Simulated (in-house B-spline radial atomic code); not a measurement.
## One electron outside the [He] 2s2 2p6 core: Sm⁵¹⁺

Computed with a B-spline radial code for spherical atoms, no-pair Dirac-Coulomb Hamiltonian, finite nucleus. Rungs: frozen-core Dirac-Hartree-Fock (DHF); Brueckner orbitals from the second-order correlation potential; the same with the Coulomb interaction screened by the core and the hole-particle interaction summed; Breit and QED terms from differences of relaxed Dirac-Fock atoms, where computed. Partial waves beyond l = 6 are extrapolated. The tables show a selection of states; those near core-excited levels, with erratic corrections or far from their DHF start are never shown.

Command:
```bash
python run_mb.py task.json out
```
Settings (nuclear radius in fm, box in bohr, cutoff in hartree):
```
basis_form          2
Z                   62
core_configuration  [He] 2s2 2p6
rms_radius          5.0819
mass_number         152
speed_of_light      137.036
box_radius          4.062
lmax                6
intervals           58
virtual_cutoff      7688.0
```

Run time, properties included: 24 s on 1 thread of Intel(R) Xeon(R) Platinum 8375C CPU @ 2.90GHz (shared host).

Removal energies (eV):

```csv
state,DHF,second order,screened,Breit + QED,final
3s1/2,4660.88,4661.78,4661.77,-5.84,4655.93
3p1/2,4538.19,4539.34,4539.33,-5.49,4533.84
3p3/2,4373.16,4374.19,4374.18,-3.47,4370.72
3d3/2,4221.52,4222.78,4222.77,-2.43,4220.34
3d5/2,4183.11,4184.26,4184.25,-1.23,4183.02
4s1/2,2537.46,2537.86,2537.85,-2.31,2535.54
4p1/2,2486.72,2487.21,2487.2,-2.18,2485.03
4p3/2,2419.35,2419.79,2419.79,-1.37,2418.42
4d3/2,2361.79,2362.22,2362.22,-0.89,2361.33
4d5/2,2345.22,2345.62,2345.62,-0.453,2345.16
4f5/2,2314.64,2314.97,2314.97,-,-
4f7/2,2307.6,?,?,?,?
5s1/2,1592.81,1592.99,1592.99,-,-
5p1/2,1567.29,1567.52,1567.51,-,-
5p3/2,1533.43,1533.64,1533.64,-,-
5d3/2,1505.24,?,?,?,?
5d5/2,1496.71,1496.89,1496.89,-,-
5f5/2,1481.63,1481.8,1481.81,-,-
5f7/2,1478,1478.17,1478.17,-,-
5g7/2,1475.92,1475.98,1475.98,-,-
5g9/2,1473.79,1473.85,1473.85,-,-
```

Q: What does correlation do to 4f7/2?

A: It adds 0.3149 eV to the removal energy in second order and 0.3157 eV with screening, giving 2307.92 eV before Breit and QED terms, which weren't computed for this state.

Q: What does correlation do to 5d3/2?

A: It adds 0.1951 eV to the removal energy in second order and 0.1925 eV with screening, giving 1505.43 eV before Breit and QED terms, which weren't computed for this state.

Q: How does the lowest state compare with the NIST ionisation energy?

A: 3s1/2 is bound by 4655.9 eV, without recoil; NIST lists 4655 ± 4 eV (tabulated theory), a difference of +0.93 eV.

Electric-dipole lines from 3s1/2 (reduced matrix elements in atomic units, length form, static core polarisation, sign of DHF taken positive):

```csv
upper,DHF,+ core polarisation,+ Brueckner,λ (nm),A (s⁻¹)
3p1/2,0.1782,0.1766,0.1765,10.155,3.01e+10
3p3/2,0.2593,0.257,0.2569,4.347,4.07e+11
```

Q: What radiative lifetime does 3d3/2 get from its electric-dipole decays?

A: The rates to lower computed states sum to 3.87e+11 s⁻¹, a lifetime of 0.00258 ns.

Magnetic hyperfine constants per unit nuclear g factor (MHz, nucleus as a uniformly magnetised ball; they apply to isotopes with nuclear spin):

| state | DHF | + core polarisation | + Brueckner |
| --- | --- | --- | --- |
| 3s1/2 | 2.716e+06 | 2.781e+06 | 2.783e+06 |
| 3p1/2 | 874500 | 897200 | 898000 |
| 3p3/2 | 120000 | 117500 | 117600 |
| 4s1/2 | 1.099e+06 | 1.122e+06 | 1.123e+06 |
| 4p1/2 | 358000 | 365900 | 366100 |
| 4p3/2 | 49610 | 48430 | 48460 |
